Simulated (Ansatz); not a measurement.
Relaxation of Cl3H5OSiSn (11 atoms, charge 0, multiplicity 1), to a largest force component of 0.03 eV/Å in at most 50 steps.

Computed with RKS B3LYP/def2-SVP (Ansatz 0.2.0).

```xyz
11
Properties=species:S:1:pos:R:3:forces:R:3
Sn -0.358 -0.130 -0.555 -0.03 -0.04 -0.17
H -0.252 1.005 2.160 1.54 0.90 0.32
Cl 1.589 -0.974 0.416 0.02 -0.02 0.02
Cl -0.167 2.169 -0.933 0.00 -0.01 0.00
Cl -0.699 -1.211 -2.612 0.00 0.00 -0.01
O -1.937 -0.523 0.542 -0.11 -0.09 -0.11
Si -3.444 -1.212 0.249 0.03 0.01 0.01
H -3.323 -2.685 0.058 0.00 -0.01 0.00
H -4.278 -0.924 1.448 0.00 -0.01 0.00
H -4.075 -0.613 -0.961 -0.01 0.00 0.00
H -0.880 0.665 2.084 -1.46 -0.74 -0.06
```

Where does it end, and by what steps?

It converged. The force dipped under the threshold on the way, but the program's further checks kept it going. After 22 steps the energy has fallen by 0.132 eV; H2 moved furthest, 1.35 Å.

```
step  energy less start (eV)  largest force component (eV/Å)  accepted
   0                  0.0000                           1.544       yes
   1                 -0.0838                           0.071       yes
   2                 -0.1107                           0.046       yes
   3                 -0.1202                           0.071       yes
   4                 -0.1226                           0.048       yes
   5                 -0.1240                           0.109       yes
   6                 -0.1246                           0.189       yes
   7                 -0.1260                           0.099       yes
   8                 -0.1273                           0.015       yes
   9                 -0.1287                           0.153       yes
  10                 -0.1295                           0.077       yes
  11                 -0.1302                           0.051       yes
  12                 -0.1307                           0.006       yes
  13                 -0.1295                           0.334        no
  14                 -0.1314                           0.043       yes
  15                 -0.1315                           0.140       yes
  16                 -0.1319                           0.049       yes
  17                 -0.1321                           0.034       yes
  18                 -0.1322                           0.027       yes
  19                 -0.1320                           0.109        no
  20                 -0.1324                           0.038       yes
  21                 -0.1323                           0.036        no
  22                 -0.1324                           0.011       yes
```

```xyz
11
Properties=species:S:1:pos:R:3
Sn -0.275 -0.241 -1.006
H -1.021 1.067 3.271
Cl 1.657 -1.132 -0.042
Cl 0.049 2.016 -1.512
Cl -0.844 -1.434 -2.942
O -1.746 -0.399 0.279
Si -3.270 -1.107 0.293
H -3.167 -2.584 0.116
H -3.871 -0.797 1.617
H -4.121 -0.548 -0.796
H -1.217 0.727 2.618
```

Whether the end is a true minimum wasn't checked by a vibrational analysis.

Run time: 110 s on 4 threads of Intel(R) Xeon(R) Platinum 8259CL CPU @ 2.50GHz (Skylake/Cascade Lake) (shared host), peak memory 0.46 GiB.
